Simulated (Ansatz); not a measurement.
CH₈ClGeNSi (`C[N]([GeH3])[SiH2]Cl`), 13 atoms. The species carries charge 0 and has multiplicity 1. Correlated methods include outer-core shells of Ge, which these sets cover unevenly. Scalar relativity is left out up to krypton. All runs use 4 threads of an Arm Neoverse V2 on a shared host. Correlated methods freeze the cores.

Problem. Give the basis size and wall time and peak host memory of each of these runs in Ansatz. RKS r2SCAN0-D4/def2-TZVPP energy; RKS CAM-B3LYP-D4/def2-TZVPP energy; RKS ωB97M-V/def2-QZVPP energy; RHF-MP2/def2-QZVPP energy; RKS ωB97M-V/def2-SVP energy; RKS ωB97X-V/def2-TZVPP energy; RHF-MP2/def2-TZVPP energy; direct RPA on PBE orbitals/def2-TZVPP energy; RKS PBE0-D4/def2-TZVP relaxation (9 steps); RHF-CCSD(T)/def2-SVP energy; RKS PBE0-D4/def2-TZVP frequencies; RKS PBE0-D4/def2-SVP energy. (An estimate is asked.)

Solution. Computed: Other jobs shared the machine, so times are rough.

```
                                level                   job  functions  wall time  peak host memory (GiB)
                 RKS PBE0-D4/def2-SVP                energy        136      1.9 s                    0.57
                   RHF-MP2/def2-TZVPP                energy        306        6 s                    0.97
                 RKS ωB97M-V/def2-SVP                energy        136        7 s                    0.57
          RKS CAM-B3LYP-D4/def2-TZVPP                energy        306        7 s                     1.3
direct RPA on PBE orbitals/def2-TZVPP                energy        306      8.5 s                     0.9
            RKS r2SCAN0-D4/def2-TZVPP                energy        306       10 s                     1.2
               RKS ωB97X-V/def2-TZVPP                energy        306       14 s                     1.4
                 RHF-CCSD(T)/def2-SVP                energy        136       15 s                     0.9
               RKS ωB97M-V/def2-QZVPP                energy        583       36 s                     3.5
                   RHF-MP2/def2-QZVPP                energy        583       38 s                       5
                RKS PBE0-D4/def2-TZVP  relaxation (9 steps)        232       59 s                    0.83
                RKS PBE0-D4/def2-TZVP           frequencies        232    4.4 min                    0.83
```
